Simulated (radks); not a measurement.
Spherical quantum dot in the effective-mass picture: electrons in a parabolic well V = omega^2 r^2 / 2 with omega = 1.55, with a point charge +1 (a donor) at the centre, all in effective atomic units (hartree* = m*/eps^2 hartree, bohr* = eps/m* bohr), one dielectric constant everywhere. Method: non-relativistic Kohn-Sham, PBEsol, spin-polarised, spherical densities; computed with a radial shooting solver with Libxc functionals. Levels are named by radial order and angular momentum (1s, 1p, 1d, 2s, ...), and open shells are averaged over m. Results are scaled to m* = 0.146 and eps = 11.2, for which hartree* = 31.67 meV and bohr* = 4.059 nm.

N = 30, configuration 1s2 1p6 1d10 2s2 1f(up 7, down 3). This is the lowest configuration that the search found. Occupied and some empty levels:

| level | occupation | eigenvalue (meV) | <r> (nm) |
|---|---|---|---|
| 1s up | 1 | 549.92 | 4.557 |
| 1s down | 1 | 550.43 | 4.497 |
| 1p up | 3 | 580.31 | 6.700 |
| 1p down | 3 | 581.57 | 6.651 |
| 2s up | 1 | 600.80 | 6.793 |
| 2s down | 1 | 602.07 | 6.812 |
| 1d up | 5 | 606.74 | 7.840 |
| 1d down | 5 | 608.36 | 7.815 |
| 1f up | 7 | 634.59 | 8.665 |
| 1f down | 3 | 636.38 | 8.657 |
| 2p up | 0 | 638.53 | 7.576 |
| 2p down | 0 | 639.68 | 7.594 |
| 1g up | 0 | 664.35 | 9.334 |
| 1g down | 0 | 666.20 | 9.337 |
| 2d up | 0 | 672.85 | 8.391 |
| 2d down | 0 | 674.03 | 8.401 |

Energy (meV): total 11568.3, kinetic 1536.8, external 3772.6, Hartree 6820.3, exchange-correlation -561.39.

Electron density:

| r (nm) | n(r) (e/nm^3) |
|---|---|
| 0.318 | 0.02689 |
| 1.12 | 0.01789 |
| 1.92 | 0.01204 |
| 2.72 | 0.008681 |
| 3.52 | 0.007213 |
| 4.32 | 0.007023 |
| 5.11 | 0.007462 |
| 5.91 | 0.007916 |
| 6.71 | 0.007916 |
| 7.51 | 0.007247 |
| 8.31 | 0.005962 |
| 9.11 | 0.004350 |
| 9.91 | 0.002783 |
| 10.7 | 0.001546 |
| 11.5 | 0.0007415 |
| 12.3 | 0.0003075 |
| 13.1 | 0.0001105 |
| 13.9 | 0.00003438 |
| 14.7 | 9.285e-06 |
| 15.5 | 2.155e-06 |
